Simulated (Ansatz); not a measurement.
Reaction (isomerisation): `[OH][Ga]1[O]C[SiH2]1` → `[SiH3][Ga]1[O]C[O]1`

Isolated molecules relaxed with PBE0-D4/def2-TZVP in Ansatz; ΔE leaves out vibrations. CBS: MP2 limit from def2 TZ/QZ plus the TZ coupled-cluster correction, frozen cores. DFT in def2-TZVPP. HSE06 is defined as in plane-wave codes. For Ga outer-core shells are correlated without core-valence functions, which leaves a few kJ/mol of doubt a bond. Scalar relativity is left out up to krypton. One conformer a species, not always the lowest.

| level | ΔE (kJ/mol) | difference from CCSD(T)/CBS |
| --- | --- | --- |
| r2SCAN-D4 | 27.8 | -4.2 |
| B97M-V | 28.0 | -4.0 |
| r2SCAN0-D4 | 29.8 | -2.2 |
| HSE06-D4 | 31.3 | -0.7 |
| CAM-B3LYP-D4 | 27.5 | -4.5 |
| BLYP | 25.7 | -6.3 |
| r2SCANh | 28.4 | -3.6 |
| LC-ωPBE | 27.1 | -4.9 |
| HF/def2-SVP | 7.7 | -24.3 |
| HF/def2-TZVPP | 15.6 | -16.4 |
| MP2/def2-TZVPP | 34.6 | 2.6 |
| SCS-MP2/def2-TZVPP | 28.4 | -3.6 |
| CCSD/def2-TZVPP | 26.9 | -5.1 |
| CCSD(T)/def2-TZVPP | 28.0 | -4.0 |
| HF/CBS(def2) | 15.9 | -16.1 |
| MP2/CBS(def2) | 38.6 | 6.6 |
| CCSD(T)/CBS | 32.0 | 0 |

Largest T1 diagnostic among the species: 0.018.

At CCSD(T), def2-SVP lies −19.2 kJ/mol from the extrapolated value and def2-TZVPP −4.0 kJ/mol. Leaving LDA and LC-ωPBE aside and taking each functional with its dispersion term where it has one, the values, not all of them listed here, spread over 6.9 kJ/mol, from ωB97X-V to ωB97M-V.

CCSD(T)/CBS has its own doubt, a few kJ/mol and more with outer-core shells, so smaller differences from it don't rank the levels.
